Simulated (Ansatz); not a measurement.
Compare A (`c1ccc2c(c1)CCO2`) with its isomer B (`c1ccc2c(c1)COC2`).

Computed with Ansatz on PBE0-D4/def2-TZVP structures; ΔE is electronic, products minus reactants. CCSD(T)/CBS is the MP2 limit (def2-TZVPP, def2-QZVPP) plus CCSD(T) − MP2 in def2-TZVPP, frozen cores. DFT in def2-TZVPP.

Q: Which is lower in electronic energy at CCSD(T)/CBS, and by how much? (Estimate.)

A: Computed: A, by 19.8 kJ/mol.

Q: Give E(B) − E(A) in kJ/mol with ωB97M-V, BLYP-D4, CCSD(T)/def2-TZVPP, r2SCAN-D4, HF/def2-TZVPP, CCSD(T)/def2-SVP, MP2/def2-TZVPP. (Estimate.)

A: Ansatz gave: ωB97M-V 21.3, BLYP-D4 22.2, CCSD(T)/def2-TZVPP 21.1, r2SCAN-D4 25.4, HF/def2-TZVPP 14.7, CCSD(T)/def2-SVP 22.9, MP2/def2-TZVPP 21.3. None reverses the order clearly.

Largest T1 diagnostic: 0.011.

In def2-TZVPP, CCSD(T) changes the Hartree–Fock value by +6.4 kJ/mol (the triples alone add +1.6 kJ/mol) and MP2 by +6.6 kJ/mol. At CCSD(T), def2-SVP lies +3.0 kJ/mol from the extrapolated value and def2-TZVPP +1.3 kJ/mol.
